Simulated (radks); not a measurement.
Valence configurations of Se I (all share [Ar]). All-electron calculation, scalar-relativistic Kohn-Sham, BLYP, spin-polarised, spherical densities, point nucleus; open shells are filled with parallel spins first. Program: a radial shooting solver on a logarithmic mesh with Libxc functionals. Energies are relative to 3d10 4s2 4p4; eigenvalues in eV for spin up.

valence           E (eV)  moment (Bohr magnetons)    e(3d)   e(4p)    e(4s)
3d10 4s2 4p4       0.000                        2  -52.948  -6.876  -17.730
3d10 4s1.5 4p4.5   5.397                        2  -53.793  -7.225  -18.240
3d10 4s1 4p5      10.828                        2  -54.624  -7.568  -18.736
3d10 4p6          22.744                        0  -56.071  -7.538        -
3d9 4s2 4p5       51.742                        2  -65.299  -7.991  -19.831

NIST lists [Ar] 3d10 4s2 4p4 as the ground configuration; this level of theory agrees among the configurations tried. The energies are those of spherical high-spin densities, not of single terms.
